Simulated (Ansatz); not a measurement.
Relaxation of C₂H₆FSbSi (11 atoms, charge 0, multiplicity 1), to a largest force component of 0.02 eV/Å in at most 50 steps.

Computed with Ansatz, RKS LDA/def2-SVP.

```xyz
11
Properties=species:S:1:pos:R:3
C 1.481 0.465 0.738
C 0.652 -0.577 0.723
F 1.164 -1.793 0.961
Si -1.082 -0.432 0.387
Sb -1.525 0.450 -1.951
H 1.020 1.511 0.533
H 2.522 0.419 0.929
H -0.256 0.025 0.695
H -1.769 0.476 1.417
H -0.388 1.774 -1.644
H -0.280 -0.590 -2.562
```

Q: Where does it end, and by what steps?

A: The forces met the threshold. After 19 steps the energy has fallen by 8.213 eV; F3 moved furthest, 1.63 Å. The start is strongly strained (largest force component 27 eV/Å).

| step | energy less start (eV) | largest force component (eV/Å) | accepted |
| --- | --- | --- | --- |
| 0 | 0.0000 | 26.981 | yes |
| 1 | -4.4727 | 10.299 | yes |
| 2 | -6.6236 | 3.043 | yes |
| 3 | -7.1095 | 0.845 | yes |
| 4 | -7.2654 | 1.017 | yes |
| 5 | -7.4790 | 1.294 | yes |
| 6 | -7.7280 | 1.348 | yes |
| 7 | -7.9550 | 0.918 | yes |
| 8 | -8.1067 | 0.486 | yes |
| 9 | -8.1642 | 0.321 | yes |
| 10 | -8.1950 | 0.239 | yes |
| 11 | -8.1862 | 0.259 | no |
| 12 | -8.2086 | 0.048 | yes |
| 13 | -8.2110 | 0.079 | yes |
| 14 | -8.2121 | 0.040 | yes |
| 15 | -8.2122 | 0.061 | yes |
| 16 | -8.2129 | 0.029 | yes |
| 17 | -8.2130 | 0.020 | yes |
| 18 | -8.2131 | 0.022 | yes |
| 19 | -8.2132 | 0.010 | yes |

```xyz
11
Properties=species:S:1:pos:R:3
C 1.663 0.257 0.306
C 0.620 -0.233 1.020
F 0.806 -0.805 2.207
Si -1.062 -1.092 0.097
Sb -1.515 0.640 -1.827
H 1.460 0.812 -0.625
H 2.700 0.054 0.621
H -0.359 0.411 0.967
H -2.055 -0.448 1.086
H -0.685 1.929 -1.016
H -0.034 0.200 -2.608
```

The run took 13 s on 2 threads of AMD EPYC 9R45 (Zen 5) (shared host), peak memory 0.18 GiB.
